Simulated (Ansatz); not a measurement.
`C[SiH2]O[SiH3]` + `C=N` → `C=N[SiH2]O[SiH3]` + CH₄ at 700 K and 1 bar (ligand exchange at the Si–C bond).

Gas-phase electronic energies from Ansatz, PBE0-D4/def2-TZVP geometries. CCSD(T)/CBS is the MP2 limit (def2-TZVPP, def2-QZVPP) plus CCSD(T) − MP2 in def2-TZVPP, frozen cores. This one scheme is used for every species. Each species was taken in one conformer, which may not be the lowest.

```tsv
species	CCSD(T)/CBS energy (Eh)	H − E (kJ/mol)	S (J/(mol·K))
`C[SiH2]O[SiH3]`	-696.28988	305.1	500.8
`C=N`	-94.52360	135.6	268.6
`C=N[SiH2]O[SiH3]`	-750.37116	294.5	519.5
CH₄	-40.46206	145.9	224.0
```

H − E and S are ideal-gas, rigid-rotor, harmonic terms from PBE0-D4/def2-TZVP, for one conformer and one mirror image of each species. 1 Eh = 2625.50 kJ/mol, R = 8.31446 J/(mol·K).

Q: By hand: ΔE, ΔH, ΔS and ΔG.

A: ΔE = (-750.37116) + (-40.46206) − (-696.28988) − (-94.52360) = -0.01974 Eh = -51.8 kJ/mol. Δ(H − E) = 294.5 + 145.9 − 305.1 − 135.6 = -0.3, so ΔH = -52.1 kJ/mol. ΔS = 519.5 + 224.0 − 500.8 − 268.6 = -25.9 J/(mol·K). ΔG = -52.1 − 700 × (-25.9)/1000 = -34.0 kJ/mol.

Q: By hand: the equilibrium constant, and the temperature at which ΔG would vanish if ΔH and ΔS stayed fixed.

A: log₁₀ K = −ΔG/(RT ln 10) = 2.5. ΔG = 0 at ΔH/ΔS = 2012 K.

TΔS isn't small against ΔH here. A doubt of 5 kJ/mol in ΔE shifts log₁₀ K by 0.4 here. Other conformers and mirror images would add mixing entropy, several J/(mol·K) or more a flexible species. Modes under 60 cm⁻¹, often nearly free rotors, make the harmonic entropy too high. These are equilibria of isolated gas molecules and say nothing of rates. Largest T1 diagnostic: 0.013 (customary marks: 0.02 for closed shells, 0.045 for open ones).
